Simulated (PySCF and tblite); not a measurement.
Results of a calculation; reference values are marked as such.
MeOCH2CF3, C₃H₅F₃O, numbered as in [CH3:1][O:2][CH2:3][C:4]([F:5])([F:6])[F:7]. Conformers came from 60 starts (ETKDG and KDG, MMFF94s, GFN2-xTB); geometries are GFN2-xTB. Energies: B3LYP-D3(BJ)/def2-TZVP (IEF-PCM, tetrahydrofuran), with GFN2-xTB thermal terms (modes under about 100 cm⁻¹ blended into free rotors). Symmetry numbers and mirror images are counted. Conformers within 3 kcal/mol (GFN2-xTB free energy) were kept, 10 at most. GIAO shieldings: B97-2/pcSseg-1 (IEF-PCM, tetrahydrofuran). Shifts are against TMS (¹H), TMS (¹³C) at the same level. Run with PySCF (density fitting) and tblite.

Torsions listed: C1–O2–C3–C4. Of a mirror pair one member is shown.

| conformer | shape | point group | mirror pair | ΔE(DFT) | Δ(G−E) at 340 K | δ H3 (ppm) |
| --- | --- | --- | --- | --- | --- | --- |
| 1 | 180° | Cs | no | 0.00 | 0.00 | 4.00 |
| 2 | 71° | C1 | yes | 0.67 | 0.31 | 4.17 |

Energies in kcal/mol; the thermal term leaves out symmetry numbers and mirror images.

Work out the weights at 340 K and the ¹H shift of H3 under fast exchange.

RT = 0.676 kcal/mol. Each conformer gets RT ln(σ/g), with σ the rotational symmetry number and g = 2 for a mirror pair: 1: σ = 1, g = 1, G = 0.00 + 0.00 + 0.00 = 0.00, 0.00 above the lowest, exp(−ΔG/RT) = 1.000; 2: σ = 1, g = 2, G = 0.67 + 0.31 − 0.47 = 0.52, 0.52 above the lowest, exp(−ΔG/RT) = 0.466. The sum is 1.466, so the weights are 68.2, 31.8 %. The averaged shift is 4.05 ppm. At 298.15 K it is 4.05 ppm. At 298.15 K the leading conformer alone gives 4.00 ppm and bare DFT energies give 4.04 ppm.
